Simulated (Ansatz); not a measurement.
`C#CCC[SiH3]` → `C#CCC` + `[SiH2]`  (silylene formation by 1,1-elimination)

Calculated with Ansatz (gas phase, PBE0-D4/def2-TZVP geometries, no zero-point term in ΔE). CBS: MP2 limit from def2 TZ/QZ plus the TZ coupled-cluster correction, frozen cores. This one scheme is used for every species. Functionals use def2-TZVPP. B3LYP here is the variant with VWN-RPA as its local correlation; programs differ in this. One conformer a species, not always the lowest.

`C#CCC[SiH3]`:

```xyz
13

C     1.778    2.429    0.951
C     1.369    1.346    0.632
C     0.842    0.050    0.239
C    -0.639    0.105   -0.154
Si   -1.338   -1.562   -0.664
H     2.146    3.386    1.235
H     1.438   -0.336   -0.595
H     0.985   -0.655    1.065
H    -1.228    0.494    0.682
H    -0.775    0.812   -0.979
H    -2.772   -1.431   -1.035
H    -0.587   -2.101   -1.831
H    -1.218   -2.536    0.455
```

`C#CCC`:

Cartesian coordinates in Å:
```
C -0.283 0.824 2.116
C -0.018 0.673 0.955
C 0.292 0.465 -0.449
C -0.081 -0.933 -0.937
H -0.515 0.965 3.145
H -0.233 1.220 -1.043
H 1.361 0.642 -0.605
H 0.168 -1.045 -1.995
H 0.457 -1.696 -0.373
H -1.150 -1.114 -0.814
```

`[SiH2]`:

Z-matrix (Å, degrees):
```
Si
H 1 1.525
H 1 1.525 2 91.2
```

**Question.** Is it downhill or uphill in electronic energy at CCSD(T)/CBS, and by how much? (Estimate.)

**Answer.** The calculation gave: Uphill: ΔE = +225.2 kJ/mol.

**Question.** What do these levels give: r2SCAN-D4, PBE0-D4, PBE, r2SCAN, PBE0, B3LYP, HF/def2-TZVPP, MP2/def2-QZVPP, SCS-MP2/def2-QZVPP, HF/CBS(def2), MP2/CBS(def2), CCSD/CBS(def2)? (Estimate.)

**Answer.** Ansatz gave: r2SCAN-D4 243.8, PBE0-D4 236.0, PBE 220.1, r2SCAN 241.5, PBE0 228.8, B3LYP 205.9, HF/def2-TZVPP 202.0, MP2/def2-QZVPP 242.7, SCS-MP2/def2-QZVPP 230.4, HF/CBS(def2) 202.9, MP2/CBS(def2) 245.3, CCSD/CBS(def2) 220.2 kJ/mol.

Largest T1 diagnostic among the species: 0.014.

The D4 term adds +13.2 kJ/mol with B3LYP and +7.2 kJ/mol with PBE0; it sums over pairs of atoms, weighted by their polarisabilities, and B3LYP, whose exchange is more repulsive, gets the larger term. In def2-TZVPP, CCSD(T) changes the Hartree–Fock value by +16.6 kJ/mol (the triples alone add +5.0 kJ/mol) and MP2 by +36.7 kJ/mol. From PBE to PBE0 (25 % exact exchange), in def2-TZVPP and without D4, ΔE moves by +8.7 kJ/mol.
